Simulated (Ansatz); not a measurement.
Cl₂GeH₃N, SMILES `[NH2][GeH]([Cl])[Cl]`, one more setting.

```yaml
crystal:
  periodic: [false, false, false]
  atoms:
    - {symbol: N, position_ang: [-0.666617, 0.845999, 0.445508]}
    - {symbol: Ge, position_ang: [0.513390, -0.270797, -0.321086]}
    - {symbol: Cl, position_ang: [0.221493, -1.626820, 1.782478]}
    - {symbol: Cl, position_ang: [-0.459721, -1.595068, -1.683372]}
    - {symbol: H, position_ang: [-0.559461, 1.228049, 0.548923]}
    - {symbol: H, position_ang: [-0.877415, 1.475794, -0.744361]}
    - {symbol: H, position_ang: [2.098220, -0.019721, -0.545065]}
basis:
  gaussian: {orbitals: cc-pVTZ-DK, fitting: {mean_field: def2-universal-jkfit}, point_charges: [{charge: 1.00, position_ang: [4.882, 0.795, -0.624]}]}
total_charge: -1
magnetization: {spin_polarized: true, initial_magnetization: 1}
hamiltonian: {xc: {name: PBE-QIDH}}
accuracy: high
output: {forces: true}
```

```sh
$ ansatz run in.yaml --threads 4 --pin off --events-out ev --progress --plain --max-ram 10444MiB
```

It prints (some lines left out):

```
Functional definition: PBE-QIDH
653 factors; integrals over basis functions are off by at most 1.2e0 eV
mean field evaluation 1: about -83681.5274 eV, gradient 5.5e1 eV
mean field evaluation 2: about -83681.5286 eV, gradient 5.5e1 eV
mean field evaluation 4: about -83692.0847 eV, gradient 1.0e1 eV
mean field evaluation 8: about -83693.1173 eV, gradient 8.8e-1 eV
mean field evaluation 16: about -83693.2053 eV, gradient 4.6e-2 eV
mean field evaluation 32: about -83693.2057 eV, gradient 3.1e-5 eV
mean field -83693.20565926 eV, -3075.6685786853 hartree, gradient 4.6e-8 eV, S^2 0.766798; 2 other end points of the search recorded, 0 dependent functions left out
20 core orbitals not correlated: weight in the atoms' cores, before any rotation towards them, 1.000 or more for the frozen orbitals, at most 0.000 for the correlated occupied ones
reference -83693.20566032 eV, -3075.6685787243 hartree; 19, 18 occupied and 144, 145 virtual orbitals, 653 factors
second order -25.06970236 eV of doubles, -0.00000000 eV of singles
Total energy: -83701.56222777 eV, -3075.9756769139 hartree
Relativity: scalar
Atom 0 at    -0.666617     0.845999     0.445508 Å, force   -86.015246  -291.347028   -88.294267 eV/Å
Atom 1 at     0.513390    -0.270797    -0.321086 Å, force    -0.771610    -0.920936     2.031478 eV/Å
Atom 2 at     0.221493    -1.626820     1.782478 Å, force     0.877197     0.616217    -1.373818 eV/Å
Atom 3 at    -0.459721    -1.595068    -1.683372 Å, force    -0.856904    -1.026110    -0.920243 eV/Å
Atom 4 at    -0.559461     1.228049     0.548923 Å, force    84.817704   295.541042    84.416424 eV/Å
Atom 5 at    -0.877415     1.475794    -0.744361 Å, force     0.046528    -2.975860     3.765318 eV/Å
Atom 6 at     2.098220    -0.019721    -0.545065 Å, force     3.113915     0.569544     0.288871 eV/Å
Dipole moment:    -0.758127     0.412389    -0.382955 e Å
```

It took 28 s on 4 threads of an Intel Xeon Platinum 8375C on a shared host, with 0.94 GiB of host memory at the peak.
